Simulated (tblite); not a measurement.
Species: C6H13O (doublet state).
Atom-mapped SMILES: `[CH3:1][CH2:2][CH2:3][C@H:4]([CH3:5])[CH:6][OH:7]` (hydrogens: H8, H9, H10 on C1; H11, H12 on C2; H13, H14 on C3; H15 on C4; H16, H17, H18 on C5; H19 on C6; H20 on O7)

Structure optimised with GFN2-xTB, isolated species. This method treats the open shell by occupation alone, without spin polarisation.

Task: What internal coordinates does the optimisation give?

Result: 
| bond | length (Å) | order |
| --- | --- | --- |
| C1–C2 | 1.523 | single |
| C2–C3 | 1.526 | single |
| C3–C4 | 1.537 | single |
| C4–C5 | 1.543 | single |
| C4–C6 | 1.483 | single |
| C6–O7 | 1.371 | single |
| C1–H8, C1–H9, C1–H10 | 1.088 | single |
| C2–H11 | 1.092 | single |
| C2–H12 | 1.093 | single |
| C3–H13 | 1.092 | single |
| C3–H14 | 1.092 | single |
| C4–H15 | 1.099 | single |
| C5–H16, C5–H17, C5–H18 | 1.087 | single |
| C6–H19 | 1.074 | single |
| O7–H20 | 0.965 | single |

Bonds in one row agree within 0.01 Å and their mean is given. Orders are formal, as drawn. A selection of angles:
| angle | degrees |
| --- | --- |
| C2–C1–H8 | 110.6 |
| C2–C1–H10 | 110.5 |
| H8–C1–H9 | 108.4 |
| C1–C2–C3 | 112.0 |
| C1–C2–H11 | 109.9 |
| C1–C2–H12 | 109.3 |
| C3–C2–H11 | 108.6 |
| C3–C2–H12 | 109.3 |
| H11–C2–H12 | 107.7 |
| C2–C3–C4 | 111.8 |
| C2–C3–H13 | 109.6 |
| C2–C3–H14 | 109.4 |
| C4–C3–H13 | 109.2 |
| C4–C3–H14 | 108.8 |
| H13–C3–H14 | 107.9 |
| C3–C4–C5 | 109.7 |
| C3–C4–C6 | 110.6 |
| C3–C4–H15 | 108.4 |
| C5–C4–C6 | 111.4 |
| C5–C4–H15 | 108.0 |
| C6–C4–H15 | 108.7 |
| C4–C5–H16 | 110.5 |
| C4–C5–H17 | 110.4 |
| H16–C5–H17 | 108.7 |
| H16–C5–H18 | 108.5 |
| C4–C6–O7 | 122.0 |
| C4–C6–H19 | 121.5 |
| O7–C6–H19 | 112.6 |
| C6–O7–H20 | 109.1 |

Torsions: C1–C2–C3–C4 -179° (antiperiplanar); C2–C3–C4–C5 -175° (antiperiplanar); C3–C4–C6–O7 -144° (anticlinal); H20–O7–C6–C4 18° (synperiplanar).

Of the pairs four or more bonds apart, C6···H11 is among the closest relative to their van der Waals radii: 2.60 Å, 90 % of the sum of Bondi's values. C6 (carbon bonded to C, O and H) has angles 122.0°, 121.5° and 112.6°, sum 356.0°, 0.15 Å off the plane of its three neighbours. The C–C distances run from 1.483 Å (C4–C6, drawn single) to 1.543 Å (C4–C5, drawn single), a spread of 0.060 Å. O7 (oxygen bonded to C and H) is bent (angle 109.1°).

Point group: C1 (no symmetry element, even within 0.4 Å). Its GFN2-xTB frequencies are all real (lowest 39 cm⁻¹). Torsions: C1–C2–C3–C4 -179°, C2–C3–C4–C5 -175°, C3–C4–C6–O7 -144°, C4–C6–O7–H 18°.

One conformer stands for the species.

The numbers are calculated, not measured.
